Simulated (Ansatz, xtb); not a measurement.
Molecule: GaF2, net charge 0, doublet state. It need not be the lowest isomer of its formula. 
Geometry from a B3LYP-D3(BJ)/def2-TZVP (Ansatz, a quantum-chemistry and plane-wave program) optimisation:
```
Ga
F 1 1.7703
F 1 1.7703 2 117.20
```
Charge 0, spin multiplicity 2.

Harmonic wavenumbers from GFN2-xTB (xtb, at its own minimum), cm⁻¹: 68, 348, 355.

Task: Give the harmonic wavenumbers at B3LYP-D3(BJ)/def2-TZVP (Ansatz, finite differences of forces, unscaled).

Result: 172, 619, 659 cm⁻¹. Zero-point energy 2.1 kcal/mol.

Task: From these and the geometry, give the ideal-gas thermochemistry at 298.15 K and 1 atm (rigid rotor, harmonic oscillator).

Result: Point group C2v, rotational symmetry number 2. Rotational constants 24.15, 5.826, 4.694 GHz. S(trans) 39.94, S(rot) 22.32, S(vib) 3.20, S(elec, spin only) 1.38, S 66.8 cal/(mol K). H(298) - H(0) 2.93 kcal/mol; G - E(el) -14.9 kcal/mol.
